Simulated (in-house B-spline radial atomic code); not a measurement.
Orbital energies and mean radii along the 17-electron series, configuration 1s2 2s2 2p6 3s2 3p1/2(2) 3p3/2(3). The effective charge is n√(-2ε), a non-relativistic measure. Computed with a B-spline radial code for spherical atoms: Dirac-Hartree-Fock, jj configuration that fills j = l - 1/2 first, finite nuclei.

| ion | Z | energy of 3p3/2 (Eh) | mean radius of 3p3/2 (bohr) | energy of 3s1/2 (Eh) | mean radius of 3s1/2 (bohr) | effective charge of 3p3/2 |
| --- | --- | --- | --- | --- | --- | --- |
| In32+ | 49 | -74.932 | 0.30938 | -80.82 | 0.31476 | 36.726 |
| Sn33+ | 50 | -79.137 | 0.30165 | -85.333 | 0.30685 | 37.742 |
| Sb34+ | 51 | -83.458 | 0.2943 | -89.976 | 0.2993 | 38.759 |
| Te35+ | 52 | -87.894 | 0.28728 | -94.751 | 0.29208 | 39.776 |
| I36+ | 53 | -92.446 | 0.28059 | -99.658 | 0.28517 | 40.793 |
| Xe37+ | 54 | -97.114 | 0.27419 | -104.7 | 0.27855 | 41.81 |
| Cs38+ | 55 | -101.9 | 0.26807 | -109.88 | 0.2722 | 42.827 |
| Ba39+ | 56 | ? | ? | ? | ? | ? |
| La40+ | 57 | -111.82 | 0.25659 | -120.64 | 0.26025 | 44.863 |
| Ce41+ | 58 | -116.95 | 0.25119 | -126.23 | 0.25461 | 45.882 |
| Pr42+ | 59 | -122.2 | 0.24602 | -131.96 | 0.24919 | 46.901 |
| Nd43+ | 60 | ? | ? | ? | ? | ? |
| Pm44+ | 61 | ? | ? | ? | ? | ? |
| Sm45+ | 62 | -138.67 | 0.23165 | -150 | 0.23406 | 49.96 |

Problem. Fill in the row of Ba39+.

Solution. energy of 3p3/2 (Eh): -106.8; mean radius of 3p3/2 (bohr): 0.2622; energy of 3s1/2 (Eh): -115.19; mean radius of 3s1/2 (bohr): 0.26611; effective charge of 3p3/2: 43.845.

Problem. Fill in the row of Nd43+.

Solution. energy of 3p3/2 (Eh): -127.57; mean radius of 3p3/2 (bohr): 0.24104; energy of 3s1/2 (Eh): -137.83; mean radius of 3s1/2 (bohr): 0.24396; effective charge of 3p3/2: 47.92.

Problem. Fill in the row of Pm44+.

Solution. energy of 3p3/2 (Eh): -133.06; mean radius of 3p3/2 (bohr): 0.23625; energy of 3s1/2 (Eh): -143.85; mean radius of 3s1/2 (bohr): 0.23893; effective charge of 3p3/2: 48.94.

Problem. How does the screening of 3p3/2 change?

Solution. Z less the effective charge goes from 12.27 at Z = 49 to 12.04 at Z = 62.
